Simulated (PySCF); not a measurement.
Gas-phase reaction: SrF2 + SrCl2 ⇌ 2 SrF + 2 Cl

Energies from PySCF, thermal terms from the rigid-rotor harmonic-oscillator model, ideal gas at 1 bar. 'Table' is the NASA 1993 thermochemical table (part measured, part estimated). † marks an energy on the PBE0/def2-TZVP geometry and frequencies; other levels use their own. CCSD(T) freezes the core. Open shells (unrestricted): SrF (multiplicity 2), Cl (multiplicity 2, electronic degeneracy 6); the rest are closed-shell singlets. Spin-orbit splitting is ignored; it lowers the true energy and changes the entropy of Cl. B3LYP is the form with VWN-RPA correlation. Sr: scalar-relativistic def2 core potential, no spin-orbit coupling. CCSD(T) isn't extrapolated to the basis-set limit; its ΔH°(298 K) is 835.5 kJ in def2-SVP and 867.8 kJ in def2-TZVPP. The harmonic model lacks anharmonicity and excited electronic states, which grow with temperature; levels with a mode under 35 cm⁻¹ are left out. Soft modes under 120 cm⁻¹ make the harmonic entropy rough for SrF2, SrCl2. The table's entry may be an old estimate for SrF2, SrCl2, SrF (not checked at source).

```tsv
level	ΔH°(298 K), kJ	minus table	ΔG°(2000 K), kJ
table	892.8	-	479.5
B3LYP/def2-TZVP†	871.4	-21.4	439.3
CCSD(T)/def2-SVP†	835.5	-57.3	403.4
CCSD(T)/def2-TZVPP†	867.8	-25.0	435.7
HF/def2-TZVP†	696.9	-195.9	264.8
PBE0/def2-QZVP†	903.3	10.5	471.2
PBE0/def2-TZVP	894.2	1.4	462.2
LDA/def2-TZVP†	968.0	75.2	536.0
ωB97X-V/def2-TZVP†	932.6	39.8	500.5
```
